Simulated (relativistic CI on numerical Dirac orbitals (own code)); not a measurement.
# Se²⁰⁺: q coefficients and field-shift factors

Calculated at this level of theory: Dirac-Coulomb-Breit CI, orbitals from a KLI potential per configuration, derivatives by finite differences, unscaled Slater integrals, QED left out (own radial code, finite nucleus).

CI space (outside the closed core [Ne]): 3s²3p², 3s3p³, 3s²3p3d, 3p⁴, 3s3p²3d, 3p³3d, 3s²3d², 3s3d³, 3p²3d², 3p3d³. Double excitations out of closed p, d and f shells are left out; levels of such configurations are missing from the list, as are those of other unlisted configurations, and high levels can miss mixing partners.

With x = (α/α₀)² − 1 an excitation energy changes as ω = ω₀ + qx; K = 2q/ω₀ is the relative enhancement. Terms are leading LS components, so labels can repeat. The field-shift factor is F = δν/δ⟨r²⟩ for the transition from the lowest level.

Lowest level 3s²3p² ³P0.

```
     Level  ω₀ (cm⁻¹)  q (cm⁻¹)      K  F (GHz/fm²)
3s²3p² ³P1      48142     63440   2.64       -0.425
3s²3p² ³P2      71910     71730   1.99       -0.492
3s²3p² ¹D2     143417    128800    1.8        -1.05
3s²3p² ¹S0     209612    128400   1.23         -1.9
3s3p³ ⁵S°2     413074    125700  0.609        -66.1
3s3p³ ³D°1     518262    111900  0.432        -58.8
3s3p³ ³D°2     522000    124600  0.477        -59.1
3s3p³ ³D°3     540361    150200  0.556        -59.6
3s3p³ ³P°0     605577    151700  0.501        -59.5
3s3p³ ³P°2     607391    146300  0.482        -50.6
3s3p³ ³P°1     610473    159900  0.524        -59.3
3s3p³ ³P°2     660950    176400  0.534        -42.4
3s3p³ ³S°1     718113    134700  0.375        -68.6
```

At this charge energies of transitions that change n are usually good to better than 1 %, and those within a shell (Δn = 0) to a few per cent.
